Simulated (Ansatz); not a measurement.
Saddle point of SiNH₃F₂, singlet (SiF₂ + NH₃ → SiNH₃F₂ ([NH2][SiH]([F])[F]); bonds formed: Si1–H4; dative contacts that become bonds: Si1–N5; bonds broken: H4–N5), PBE0-D4/def2-TZVP structure:

Si1  (-0.305, -0.901, -0.333)
F2  (1.077, -1.250, -1.069)
F3  (-1.313, -0.473, -1.503)
H4  (-0.214, -0.476, 1.229)
N5  (0.166, 0.668, 0.513)
H6  (-0.525, 1.398, 0.645)
H7  (1.114, 1.035, 0.518)
(Å)

Energies are electronic, without zero-point energy. Barriers and step energies count from the start structure reached by relaxing down the imaginary mode; all methods use the PBE0-D4 structures, on which another method's saddle can fall below an end. Program: Ansatz 0.2.0. Basis: def2-TZVPP, with def2-QZVPP for the basis limit. Cores are frozen in the correlated methods. B3LYP uses VWN-RPA correlation. Extrapolation: Hartree–Fock as exp(−7.88 √X), correlation as X^−2.97.

```
      method  barrier (kJ/mol)  step energy (kJ/mol)
       SPW92             141.1                -124.4
      PBE-D4                 ?                -120.5
     BLYP-D4             165.3                -120.8
   r2SCAN-D4             157.4                -149.1
      B97M-V                 ?                -141.1
     PBE0-D4             172.2                -137.9
    B3LYP-D4             178.0                -135.6
  r2SCAN0-D4                 ?                -155.8
    BHLYP-D4             199.0                -153.5
CAM-B3LYP-D4             184.7                -143.9
     wB97X-V             186.4                -146.2
     wB97M-V             190.1                -132.6
      B2PLYP             180.3                -144.9
    PBE-QIDH             182.2                -155.1
  RPA on PBE             182.7                -136.9
          HF             235.8                -173.1
         MP2             179.4                -157.4
        CCSD             195.5                -149.4
     CCSD(T)             185.2                -145.6
```

Task: Fill in the withheld barriers. (To be estimated.)

Result: The calculation gives: PBE-D4 155.2; B97M-V 168.6; r2SCAN0-D4 173.3 kJ/mol. Each is the energy of the saddle less that of the start structure, by the same method.

For comparison, the barrier by CCSD(T) at an estimated basis limit (MP2 extrapolated from triple and quadruple zeta, plus CCSD(T) − MP2 in triple zeta) is 181.7 kJ/mol.

The T1 diagnostic stays at or below 0.014. The restricted Hartree–Fock reference is unstable towards an unrestricted one at one or more of these structures.

Losses and insertions of silylenes and their heavier kin drive the gas-phase chemistry of silicon and germanium vapour deposition.

Labels in which every atom is bracketed show which atoms are joined, not bond orders.

For scale, one of the runs: CCSD(T)/def2-TZVPP, 177 basis functions, launched by `ansatz run in.yaml --threads 2 --pin off --events-out ev --progress --plain --max-ram 4352MiB`. Time: 57 s of wall clock on 2 CPU threads of an Arm Neoverse V1; the host was shared. Peak host memory: 1.7 GiB.
